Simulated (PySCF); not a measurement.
# How methods differ on the ionisation energy of Hf²⁺

Hf²⁺ [Xe] 4f14 5d2 (3F) → Hf³⁺ [Xe] 4f14 5d1 (2D), as a difference of total energies. Calculation: PySCF 2.14, in def2-QZVPPD with the def2 core potential (60 electrons) (7s6p4d3f2g, 84 functions); scalar relativity through the core potential. Correlated levels: valence: 5s2 5p6 frozen. The calculations carry no spin-orbit coupling.

| method | ionisation energy (eV) |
| --- | --- |
| UHF | 21.461 |
| MP2 (valence) | 21.558 |
| SCS-MP2 (valence) | 21.493 |
| CCSD (valence) | 21.588 |

**Question.** How much does correlation contribute at MP2 (valence)?

**Answer.** 21.558 − (21.461) = 0.097 eV, measured against UHF.

The reference lies between the lowest fine-structure levels, while these numbers refer to the centres of the terms.

Errors of the correlated levels include the incompleteness of this basis and the frozen core.

With two correlated electrons CCSD is exact in that space.

For comparison: 22.55 ± 0.04 eV (theoretical estimate listed by NIST; NIST Atomic Spectra Database, ionization energies).
